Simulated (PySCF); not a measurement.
This PySCF input asks for the NMR shieldings of SMILES [SiH3]O[C@@H]1C=CC[SiH2]1, C$_{4}$H$_{10}$OSi$_{2}$; the geometry comes from PBE0-D3(BJ)/def2-SVP.

```python
import basis_set_exchange as bse
import numpy as np
from pyscf import gto, dft
from pyscf.prop import nmr

atoms = """
Si    2.662327   -0.505401   -0.106379
O     1.167185    0.138279    0.246344
C     0.075603    0.047066   -0.658354
C    -0.984087    1.040635   -0.268672
C    -2.236707    0.622947   -0.040694
C    -2.579269   -0.837720   -0.171217
Si   -0.898772   -1.617380   -0.587071
H     2.567103   -1.986165   -0.317895
H     3.217529    0.105317   -1.356253
H     3.544405   -0.207994    1.052876
H     0.422985    0.271877   -1.688878
H    -0.694809    2.092560   -0.168024
H    -3.019519    1.336754    0.240974
H    -3.317135   -1.007916   -0.974320
H    -3.039839   -1.227355    0.752291
H    -0.363366   -2.511814    0.481929
H    -0.906757   -2.358105   -1.886160
"""
names = dict.fromkeys(["Si", "O", "C", "H"], "pcSseg-1")
basis = {el: gto.basis.parse(bse.get_basis(n, elements=[el], fmt="nwchem")) for el, n in names.items()}
mol = gto.M(atom=atoms, basis=basis, charge=0, verbose=0)
mf = dft.RKS(mol, xc="HYB_GGA_XC_WB97X_D")
mf.grids.level = 2
mf.grids.alignment = dft.numint.BLKSIZE   # the property module wants whole blocks of grid points
mf.conv_tol = 1e-9
mf.kernel()

calc = nmr.RKS(mf)   # GIAO
C = mf.mo_coeff
Co = C[:, mf.mo_occ > 0]
resp = mf.gen_response(singlet=True, hermi=2)
def vind(x):   # induced exchange potential for any number of trial vectors
    d = np.einsum("pi,xij,qj->xpq", C, 2 * x.reshape(-1, C.shape[1], Co.shape[1]), Co, optimize=True)
    return np.einsum("xpq,pi,qj->xij", resp(d - d.transpose(0, 2, 1)), C, Co, optimize=True).ravel()
mo1, _ = nmr.rhf.solve_mo1(calc, with_cphf=vind)
sigma = calc.kernel(mo1)
for i, s in enumerate(sigma):   # ppm
    w = np.linalg.eigvalsh((s + s.T) / 2)
    print("%2d %-2s iso %8.1f  s11 %8.1f  s22 %8.1f  s33 %8.1f" % (i, mol.atom_pure_symbol(i), w.mean(), *w))
```

Question: What are the results?

Answer: 
```
 0 Si iso    384.3  s11    332.5  s22    346.4  s33    474.1
 1 O  iso    310.9  s11    287.8  s22    309.9  s33    335.0
 2 C  iso    115.0  s11     83.6  s22    105.3  s33    156.2
 3 C  iso     37.7  s11    -75.4  s22     58.8  s33    129.6
 4 C  iso     43.4  s11    -68.7  s22     54.9  s33    144.1
 5 C  iso    171.1  s11    157.4  s22    161.2  s33    194.6
 6 Si iso    375.0  s11    326.4  s22    374.2  s33    424.4
 7 H  iso     26.6  s11     23.0  s22     25.9  s33     31.0
 8 H  iso     26.7  s11     23.7  s22     24.8  s33     31.6
 9 H  iso     26.7  s11     23.5  s22     24.6  s33     32.0
10 H  iso     27.1  s11     23.4  s22     27.8  s33     30.1
11 H  iso     25.1  s11     23.0  s22     25.2  s33     27.1
12 H  iso     25.3  s11     22.8  s22     25.9  s33     27.3
13 H  iso     29.9  s11     25.6  s22     27.0  s33     37.0
14 H  iso     29.7  s11     25.5  s22     26.7  s33     36.7
15 H  iso     27.1  s11     23.5  s22     26.2  s33     31.5
16 H  iso     27.0  s11     23.5  s22     25.3  s33     32.2
```

These numbers come from an equivalent density-fitted implementation of the same equations, which agrees with the script to about 0.01 ppm for H and up to a few tenths of a ppm for heavy atoms, so last digits may differ.

Question: Turn these shieldings into chemical shifts. Scale: TMS for $^{29}$Si (352.93 ppm) and $^{13}$C (184.54 ppm) and $^{1}$H (31.38 ppm); $^{17}$O (333.19 ppm) vs H2O (reference shieldings calculated alike).

Answer: Averaging equivalent atoms: Si 6: -22.1; Si 0: -31.4; O 1: 22.3; C 3: 146.9; C 4: 141.1; C 2: 69.5; C 5: 13.5; H 11: 6.27; H 12: 6.04; H 7/8/9: 4.71; H 16: 4.36; H 10: 4.30; H 15: 4.30; H 14: 1.73; H 13: 1.50 ppm. Experimental scales use liquid or dissolved standards, which lie at an offset from isolated H2O (liquid H2O: subtract about 36 ppm).

Size and cost of the density-fitted run: 183 basis functions, 29 s wall time on 1 thread of an Arm Neoverse V2, shared host; peak memory 1 GiB.
